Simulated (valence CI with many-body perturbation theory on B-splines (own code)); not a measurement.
**Forbidden lines of Bi68+**

Method: relativistic CI+MBPT: five valence electrons over a frozen Dirac-Fock core [Ne], radial functions for each j: 11 s, 11 p, 10 d, 8 f, 5 g, 2 h, with the one-electron correlation potential Σ1 (screened to all orders), the two-electron term Σ2, the three-electron term Σ3, Breit, model QED; selected single and double excitations, second order for the rest, scaled by the run's own slope (own B-spline code, finite nucleus).

The last digits are not significant, and no measured levels were compared; by estimate large intervals hold to a few tenths of a per cent, small ones and those within an open d or f shell to about a per cent. Among the levels kept, up to 3300 cm⁻¹ of a level comes from second order outside the variational space, and about a tenth of that is noise between levels of different J, which matters for small intervals.

Lines 1 to 25 of 25 in falling wavelength, among levels below 149.67 Ry, chosen from the decays that carry over 1 % of a level's rate. Wavelengths and rates use the calculated energies. Electric multipoles are in the length gauge, E1 and E2 with the static RPA response of the core. S is in atomic units (e²a₀⁴ for E2 and M2, e²a₀⁶ for E3), for M1 in squared Bohr magnetons. Weak lines are less certain than strong ones. Lines between different terms over intervals too small for the method are left out, as are lines whose strength nearly cancels.

Levels are named by their leading jj configuration (3d3/2^4 stands for four electrons in 3d with j = 3/2), which in mixed levels can hold well under half, so a name can repeat and another be missing. Letters in brackets count levels of one name in rising energy.

```csv
λ vac (nm),Upper,Lower,Type,A (s⁻¹),S (a.u.)
8.897,(3s^2 3p1/2 3p3/2 3d5/2) J=9/2,(3s^2 3p1/2 3p3/2 3d3/2) J=7/2,M1,1.56e+07,4.06e+00
2.141,(3s^2 3p3/2^2 3d5/2) J=7/2,(3s^2 3p1/2 3p3/2 3d5/2) J=7/2 [b],M1,1.91e+08,5.56e-01
2.134,(3s^2 3p3/2^2 3d5/2) J=9/2,(3s^2 3p1/2 3p3/2 3d5/2) J=7/2 [b],M1,5.80e+08,2.09e+00
2.122,(3s^2 3p1/2 3p3/2 3d5/2) J=7/2 [a],(3s^2 3p1/2^2 3d5/2) J=5/2,M1,1.20e+09,3.39e+00
2.070,(3s^2 3p1/2 3p3/2 3d5/2) J=9/2,(3s^2 3p1/2^2 3d5/2) J=5/2,E2,3.36e+07,1.14e-03
2.066,(3s^2 3p1/2 3p3/2 3d3/2) J=5/2 [a],(3s^2 3p1/2^2 3d3/2) J=3/2,M1,6.54e+08,1.28e+00
2.056,(3s^2 3p3/2^2 3d5/2) J=7/2,(3s^2 3p1/2 3p3/2 3d5/2) J=5/2 [a],M1,1.01e+09,2.60e+00
2.054,(3s^2 3p1/2 3p3/2^2) J=3/2,(3s^2 3p1/2^2 3p3/2) J=3/2,M1,2.05e+09,2.63e+00
2.051,(3s^2 3p1/2 3p3/2 3d3/2) J=1/2 [a],(3s^2 3p1/2^2 3d3/2) J=3/2,M1,1.31e+09,8.41e-01
2.047,(3s^2 3p3/2^2 3d5/2) J=5/2 [a],(3s^2 3p1/2 3p3/2 3d5/2) J=3/2 [b],M1,7.48e+08,1.43e+00
2.046,(3s^2 3p3/2^3) J=3/2,(3s^2 3p1/2 3p3/2^2) J=1/2,M1,4.91e+08,6.24e-01
2.040,(3s^2 3p3/2^2 3d5/2) J=7/2,(3s^2 3p1/2 3p3/2 3d5/2) J=9/2,M1,2.42e+08,6.11e-01
2.033,(3s^2 3p3/2^2 3d5/2) J=9/2,(3s^2 3p1/2 3p3/2 3d5/2) J=9/2,M1,8.59e+08,2.68e+00
2.019,(3s^2 3p1/2 3p3/2 3d3/2) J=7/2,(3s^2 3p1/2^2 3d3/2) J=3/2,E2,4.06e+07,9.72e-04
2.010,(3s^2 3p1/2 3p3/2^2) J=5/2,(3s^2 3p1/2^2 3p3/2) J=3/2,M1,3.47e+08,6.26e-01
2.010,(3s^2 3p1/2 3p3/2^2) J=5/2,(3s^2 3p1/2^2 3p3/2) J=3/2,E2,7.00e+07,1.23e-03
1.992,(3s^2 3p3/2^2 3d5/2) J=7/2,(3s^2 3p1/2 3p3/2 3d5/2) J=7/2 [a],M1,6.65e+08,1.56e+00
1.987,(3s^2 3p3/2^3) J=3/2,(3s^2 3p1/2 3p3/2^2) J=5/2,M1,5.32e+08,6.19e-01
1.986,(3s^2 3p3/2^2 3d5/2) J=9/2,(3s^2 3p1/2 3p3/2 3d5/2) J=7/2 [a],M1,6.79e+08,1.97e+00
1.953,(3s^2 3p1/2 3p3/2^2) J=1/2,(3s^2 3p1/2^2 3p3/2) J=3/2,M1,1.13e+09,6.21e-01
1.953,(3s^2 3p1/2 3p3/2^2) J=1/2,(3s^2 3p1/2^2 3p3/2) J=3/2,E2,5.74e+07,2.91e-04
1.946,(3s^2 3p3/2^3) J=3/2,(3s^2 3p1/2 3p3/2^2) J=3/2,M1,2.16e+09,2.36e+00
1.938,(3s^2 3p3/2^2 3d5/2) J=5/2 [a],(3s^2 3p1/2 3p3/2 3d5/2) J=5/2 [a],M1,1.53e+08,2.48e-01
1.926,(3s^2 3p3/2^2 3d5/2) J=5/2 [a],(3s^2 3p1/2 3p3/2 3d5/2) J=3/2 [a],M1,2.01e+08,3.20e-01
1.881,(3s^2 3p3/2^2 3d5/2) J=5/2 [a],(3s^2 3p1/2 3p3/2 3d5/2) J=7/2 [a],M1,1.21e+09,1.79e+00
```
